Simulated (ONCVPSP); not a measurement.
# Plane-wave convergence, ONCV potential for P (Z = 15)

```json
{"Element": "P (Z = 15)", "Generator": "ONCVPSP 4.0.1", "Type": "optimised norm-conserving Vanderbilt (ONCV)", "Functional": "PBE", "Relativity": "scalar-relativistic", "Frozen core": "[Ne]", "Valence charge": "5", "Reference configuration": "3s2 3p2 (charge +1)", "Partial waves": "3s: rc 1.30 bohr, ncon 4, nbas 7, qcut 5.4 1/bohr, 1 projector; 3p: rc 1.60 bohr, ncon 4, nbas 8, qcut 4.8 1/bohr, 1 projector", "Local potential": "polynomial inside 1.15 bohr (lpopt 4, dvloc0 1 Ha)", "Core correction": "polynomial model core, fcfact 0.35"}
```

Task: For each optimised wave give the share of its norm inside rc, the residual kinetic energy above qcut (Ha) and the cutoffs (Ha) for errors of 10, 1, 0.1 and 0.01 mHa per electron.

Result:

```
wave  norm inside rc  residual KE  10 mHa  1 mHa  0.1 mHa  0.01 mHa
  3s           0.220      8.2e-04     6.9   11.5     66.0      82.7
  3p           0.283      1.1e-04     3.2    5.1     11.7      36.2
```

The occupied waves need 12 Ha and 66 Ha for 1 and 0.1 mHa. Note: no bound ghost flagged; GHOST(+) flagged for s at 49.7 eV.
